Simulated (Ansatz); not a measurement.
**What each rung costs, and what it gives**

Saddle point of Si₂NH₉Cl₂O, closed shell (Si₂H₄Cl₂ ([SiH3][SiH]([Cl])[Cl]) + H₂O + NH₃ → SiNH₃Cl₂ ([NH2][SiH]([Cl])[Cl]) + SiH₄ + H₂O; bonds formed: Si2–H8, H6–O9; dative contacts that become bonds: Si1–N7; bonds broken: Si1–Si2, H6–N7, H8–O9), PBE0-D4/def2-TZVP structure:

Si1  (-1.358, 0.413, -0.345)
Si2  (0.682, -1.805, -0.415)
Cl3  (-2.840, 1.771, -0.910)
Cl4  (-1.930, -0.086, 1.553)
H5  (-1.453, -0.597, -1.405)
H6  (0.740, 1.205, 0.747)
N7  (0.047, 1.536, -0.298)
H8  (1.075, -0.362, 0.931)
O9  (1.382, 0.543, 1.510)
H10  (1.841, -2.680, -0.020)
H11  (-0.500, -2.728, -0.414)
H12  (0.925, -1.537, -1.879)
H13  (-0.245, 2.509, -0.357)
H14  (0.683, 1.338, -1.068)
H15  (0.952, 0.479, 2.370)
(Å)

Barriers are electronic and count from the start structure reached by relaxing down the imaginary mode.

Computed with Ansatz 0.2.0 (basis: as named in each row); correlated methods freeze the cores. B3LYP uses VWN-RPA correlation. Extrapolation: Hartree–Fock as exp(−7.88 √X), correlation as X^−2.97.

Times are rough, for one single point on 5 threads of a shared host (AMD EPYC 7R13), with one NVIDIA H100 (or a share of it) where marked.

The estimate by CCSD(T) at an estimated basis limit (MP2 extrapolated from triple and quadruple zeta, plus CCSD(T) − MP2 in triple zeta) is 1.986 eV.

| method | basis | time (s) | barrier (eV) | method less estimate |
| --- | --- | --- | --- | --- |
| HF | STO-3G | under 1 | 3.525 | 1.539 |
| PBE-D4 | STO-3G | under 1 | 1.373 | -0.613 |
| SPW92 | def2-SVP | 2 | 1.088 | -0.899 |
| B3LYP-D4 | 6-31G | 2 | 2.072 | 0.086 |
| PBE-D4 | def2-SVP | 2 | 1.489 | -0.498 |
| PBE0-D4 | def2-SVP | 3 | 1.740 | -0.246 |
| SPW92 | def2-TZVPP | 6 (H100) | 1.146 | -0.840 |
| BLYP-D4 | def2-TZVPP | 8 (H100) | 1.642 | -0.344 |
| wB97X-V | def2-TZVPP | 9 (H100) | 1.970 | -0.016 |
| PBE-D4 | def2-TZVPP | 10 (H100) | 1.514 | -0.472 |
| r2SCAN0-D4 | def2-TZVPP | 10 (H100) | 1.797 | -0.190 |
| BHLYP-D4 | def2-TZVPP | 10 (H100) | 2.066 | 0.080 |
| B97M-V | def2-TZVPP | 10 (H100) | 1.889 | -0.097 |
| CAM-B3LYP-D4 | def2-TZVPP | 10 (H100) | 1.862 | -0.125 |
| wB97M-V | def2-SVP | 11 | 1.857 | -0.129 |
| r2SCAN-D4 | def2-TZVPP | 11 (H100) | 1.650 | -0.337 |
| B3LYP-D4 | def2-TZVPP | 11 (H100) | 1.803 | -0.183 |
| PBE-QIDH | def2-TZVPP | 11 (H100) | 1.891 | -0.095 |
| PBE0-D4 | def2-TZVPP | 12 (H100) | 1.719 | -0.268 |
| wB97M-V | def2-TZVPP | 13 (H100) | 1.882 | -0.104 |
| B2PLYP | def2-TZVPP | 14 (H100) | 1.904 | -0.083 |
| RPA on PBE | def2-TZVPP | 14 (H100) | 1.959 | -0.028 |
| MP2 | def2-QZVPP | 17 (H100) | 1.923 | -0.064 |
| CCSD(T) | def2-TZVPP | 20 (H100) | 1.965 | -0.022 |
| CCSD(T) | def2-SVP | 21 | 2.111 | 0.125 |

All methods are single points on the PBE0-D4 structures.

The T1 diagnostic stays at or below 0.012.

Labels in which every atom is bracketed show which atoms are joined, not bond orders.
